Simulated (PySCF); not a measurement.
C₂H₆BBrO. Atoms are numbered in the order given.

```xyz
11

B     -0.5381    -0.3340     0.1589
H     -1.3355    -1.2208     0.3489
Br     0.8086    -0.0088     1.4855
O     -0.5507     0.4310    -0.9301
C     -1.4905     0.2557    -1.9795
C     -0.8012    -0.2441    -3.2265
H     -2.2844    -0.4400    -1.6578
H     -1.9556     1.2379    -2.1585
H     -0.3646    -1.2409    -3.0629
H     -1.5203    -0.3146    -4.0562
H      0.0065     0.4404    -3.5242
```

Geometry: PBE0-D3(BJ)/def2-SVP. The structure was generated by enumeration, and PubChem lists no compound with its InChIKey, so it may never have been made. Other conformers were not sampled.

These are PBE0-D3(BJ)/def2-SVP run with PySCF values and carry that method's errors.

Frequencies are harmonic and unscaled.

Computed vibrational spectrum:
```csv
mode,ν (cm⁻¹),IR (km/mol),Raman (Å⁴/amu),depolarisation,moving atoms (share of kinetic energy)
1,58,1.2,0.6,0.68,"O 36 %, H 27 %, C 24 %, B 9 %"
2,108,0.0,1.5,0.75,"B 35 %, H 25 %, C 20 %, O 11 %, Br 9 %"
3,186,1.0,0.5,0.72,"H 51 %, O 22 %, B 15 %"
4,270,1.2,1.6,0.41,"H 46 %, C 16 %, O 16 %, Br 15 %"
5,316,9.9,1.7,0.13,"H 35 %, C 27 %, O 21 %, Br 14 %"
6,443,2.4,0.3,0.73,"C 32 %, O 32 %, H 29 %"
7,741,60.2,4.9,0.32,"B 63 %, H 25 %"
8,814,3.2,0.1,0.29,H 89 %
9,846,19.3,1.0,0.73,"H 63 %, B 33 %"
10,896,5.0,4.9,0.29,"H 41 %, C 31 %, O 21 %"
11,1062,80.8,2.7,0.68,"H 53 %, C 29 %, O 12 %"
12,1114,16.1,4.2,0.50,"H 53 %, C 31 %, B 10 %"
13,1126,7.8,3.7,0.18,"C 48 %, H 43 %"
14,1182,41.6,0.4,0.67,"H 57 %, C 36 %"
15,1301,69.0,11.0,0.65,H 86 %
16,1369,123.4,1.4,0.17,"H 72 %, C 20 %"
17,1404,267.6,5.9,0.37,"H 56 %, C 24 %, O 10 %, B 9 %"
18,1447,239.8,2.5,0.24,"H 42 %, B 25 %, O 23 %, C 10 %"
19,1455,8.0,17.9,0.73,H 96 %
20,1473,4.7,22.1,0.72,H 93 %
21,1499,56.5,6.2,0.60,H 83 %
22,2637,108.0,75.3,0.20,"H 91 %, B 9 %"
23,3061,35.2,77.1,0.10,H 95 %
24,3065,8.4,167.0,0.01,H 97 %
25,3125,12.2,110.9,0.66,"H 90 %, C 10 %"
26,3166,16.8,63.3,0.63,"H 90 %, C 10 %"
27,3171,10.9,59.2,0.75,"H 90 %, C 10 %"
```
